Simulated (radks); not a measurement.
All-electron atom: I I in [Kr] 4d10 5s2 5p4 5f1 (not the ground configuration).

Method: Dirac Kohn-Sham, PBE, spin-unpolarised, spherical densities, point nucleus; open shells fill j = l - 1/2 first; computed with a radial shooting solver on a logarithmic mesh with Libxc functionals.

Energy parts (eV):
total: -193708.773
kinetic: 205333.095
electron-nucleus: -470376.998
Hartree: 76269.337
exchange-correlation: -4934.207

Orbitals (lengths in bohr, moments of r in powers of bohr; r(max) is where P^2 peaks):
orbital  occ.  eigenvalue (eV)    <1/r>      <r^4>   r(max)      <r>
1s1/2       2        -32969.07    56.84  2.642e-06  0.01753  0.02722
2s1/2       2        -5098.998    13.27  0.0004492  0.09925   0.1167
2p1/2       2        -4784.426    13.25  0.0002869  0.07613  0.09846
2p3/2       4        -4485.688    12.22  0.0003443  0.08093   0.1041
3s1/2       2        -1035.718    4.730    0.01933   0.2858   0.3138
3p1/2       2        -905.7036    4.640    0.01844   0.2723   0.3040
3p3/2       4        -849.4849    4.387    0.02123   0.2829   0.3155
3d3/2       4        -620.5178    4.241    0.01730   0.2300   0.2865
3d5/2       6        -608.6970    4.175    0.01808   0.2330   0.2901
4s1/2       2        -188.5832    1.901     0.5638   0.6809   0.7399
4p1/2       2        -143.2211    1.790     0.7056   0.6988   0.7727
4p3/2       4        -132.2748    1.708     0.8149   0.7231   0.8009
4d3/2       4         -59.3900    1.455      1.643   0.7734   0.9139
4d5/2       6         -57.6745    1.434      1.729   0.7820   0.9253
5s1/2       2         -24.9110   0.6791      26.46    1.692    1.924
5p1/2       2         -14.8380   0.5712      54.40    1.930    2.264
5p3/2       2         -13.7020   0.5450      64.37    2.009    2.360
5f5/2       1          -0.3662  0.04424    1198000    32.44    29.05
5f7/2       0          -0.3661  0.04424    1198000    32.44    29.05

The highest occupied level is 5f5/2 at -0.366 eV. Summed over all electrons, <r^2> = 1001 bohr^2, which gives a Langevin (diamagnetic) susceptibility term of -792 x 10^-6 cm^3/mol.
